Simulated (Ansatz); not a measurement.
Basis-set extrapolation for `CSCS[SiH3]` (PBE0-D4/def2-TZVP geometry, frozen core, Ansatz). Multiplicity 1, RHF reference.

```
                       def2-TZVPP    def2-QZVPP
                 HF  -1164.464238  -1164.499548
    MP2 correlation     -0.836917     -0.901084
CCSD(T) correlation     -0.946533       not run
```

Energies in hartree. Use E(X) = E(∞) + A·exp(−7.88·√X) for Hartree–Fock and E(X) = E(∞) + B·X^(−2.97) for correlation, with X = 3 and 4, and add CCSD(T) minus MP2 of the smaller set to the MP2 limit.

Q: What is the CCSD(T) energy at the basis-set limit?

A: HF limit: -1164.499548 + (-0.035310) × 0.13774 = -1164.50441. MP2 limit: -0.901084 + (-0.064167) × 0.74074 = -0.94862. Higher-order term: -0.946533 − (-0.836917) = -0.10962. Total: -1165.56265 hartree, 4.13 eV below CCSD(T)/def2-TZVPP.
